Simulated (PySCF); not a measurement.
Isomers C6H7F:

A. `C(/C(C#C)=C/F)C`
B. SMILES CC1=C(F)CC=C1
C. SMILES FC1=CCC=CC1
D. `C1[C@]2(F)C[C@@H]3[C@H]1[C@H]23`

Spectrum 1. $^{1}$H NMR (400 MHz, computed): δ 5.94 (m, 1H), 5.90 (m, 1H), 5.44 (m, 1H), 3.08 (m, 2H), 3.02 (m, 2H). $^{13}$C{$^{1}$H} NMR (computed): δ 167.8 (C), 131.8 (CH), 129.9 (CH), 106.2 (CH), 31.4 (CH2), 31.0 (CH2).

Spectrum 2. $^{1}$H NMR (400 MHz, computed): δ 7.13 (m, 1H), 3.02 (s, 1H), 2.00 (q, 2H), 1.20 (t, 3H). $^{13}$C{$^{1}$H} NMR (computed): δ 165.6 (CH), 114.1 (C), 95.5 (CH), 81.6 (C), 29.0 (CH2), 18.1 (CH3).

Spectrum 3. $^{1}$H NMR (400 MHz, computed): δ 3.50 (m, 1H), 2.49 (m, 2H), 2.18 (m, 2H), 1.53 (m, 2H). $^{13}$C{$^{1}$H} NMR (computed): δ 94.8 (C), 43.3 (CH2), 41.5 (CH), 13.1 (CH).

Spectrum 4. $^{1}$H NMR (400 MHz, computed): δ 6.52 (m, 1H), 6.01 (m, 1H), 3.12 (m, 2H), 2.03 (s, 3H). $^{13}$C{$^{1}$H} NMR (computed): δ 174.5 (C), 142.4 (CH), 127.5 (CH), 122.7 (C), 41.5 (CH2), 11.9 (CH3).

[PySCF 2.14.0 with density-fitted response routines: shielding tensors at PBE0/pcSseg-1 (GIAO); GFN2-xTB geometry; non-relativistic Hamiltonian; gas phase; one conformer; fast rotation and ring inversion assumed for equivalent nuclei]

Chemical shifts δ = σref − σ; $^{1}$H (31.72 ppm) and $^{13}$C (186.93 ppm) vs TMS, all at this level. Splittings of carbon signals by F and P are missing where no couplings were computed. Where no couplings were computed, multiplicities follow the n + 1 count of equivalent neighbours, and m marks all less simple cases (inequivalent or close neighbours, rings, F or P nearby). Shifts are as computed. Against solution values, carbons near 30 ppm lie about +3 ppm off and those near 130 ppm about +5 ppm. Of 1211 compounds with measured shifts, 218 miss one by over three times the rms of a fit or turn the order of signals round; such compounds aren't used in these exercises.

Question: Match each spectrum to its structure.

Answer: 1–C, 2–A, 3–D, 4–B.

- Spectrum 1 (C): 6 $^{13}$C signals; δC 131.8 is an alkene CH; δC 129.9 is an alkene CH.
- Spectrum 2 (A): 6 $^{13}$C signals; δC 114.1 is a fully substituted alkene carbon; δC 95.5 is a terminal alkyne carbon.
- Spectrum 3 (D): 4 $^{13}$C signals; δC 94.8 is a fully substituted sp3 carbon bonded to F; δC 43.3 is an sp3 CH2 in a ring.
- Spectrum 4 (B): 6 $^{13}$C signals; δC 142.4 is an alkene CH; δC 127.5 is an alkene CH.
